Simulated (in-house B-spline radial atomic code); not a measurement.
**Ionising Ca6+ with different functionals**

Computed with an all-electron radial atomic-structure program (B-spline basis): four-component Dirac-Coulomb Hamiltonian, Fermi nucleus of rms radius 3.4776 fm, spin-restricted, spherical fractional occupations for the functionals. The ionisation energy is the difference of two self-consistent energies, [Ne] 3s2 3p2 → [Ne] 3s2 3p1, without Breit or QED terms; ε is the level of the shell that loses the electron (mean over j). The electron is taken from both j subshells in proportion to 2j + 1, so the result is a j average, not the step between ground levels.

Hybrids are left out here: with spherical fractional occupations of an open shell their exact exchange keeps a self-interaction that integer-occupation calculations don't have.

| method | rung | ΔSCF (eV) | -ε(3p) (eV) |
| --- | --- | --- | --- |
| LDA VWN5 | LDA | 126.14 | 115.93 |
| relativistic LDA | LDA | 126.11 | 115.91 |
| LDA PW92 | LDA | 126.13 | 115.92 |
| LDA exchange-only | LDA | 124.34 | 114.13 |
| PBE | GGA | 125.96 | 115.80 |
| PBEsol | GGA | 125.89 | 115.72 |
| BLYP | GGA | 125.93 | 115.72 |
| RPBE | GGA | 125.90 | 115.76 |
| PW91 | GGA | 126.12 | 115.94 |
| BP86 | GGA | ? | ? |
| AM05 | GGA | 125.89 | 115.72 |
| OLYP | GGA | ? | ? |

(1) What does OLYP give?

(2) What does BP86 give?

(3) How do they compare with the NIST value?

Results:

(1) ΔSCF 126.07 eV, and -ε(3p) = 115.95 eV.

(2) ΔSCF 126.10 eV, and -ε(3p) = 115.92 eV.

(3) NIST lists 127.2 eV ± 0.25 (semi-empirical, ground level to ground level). Errors run from -2.87 to -1.07 eV. The correlated functionals all miss on the same side by more than they spread, so the cause is common to them (Breit-QED terms, spin polarisation, the choice among j levels, multiplet and fine-structure energies, or a listed next ion that isn't the cheapest removal here) and closeness doesn't rank the functionals.
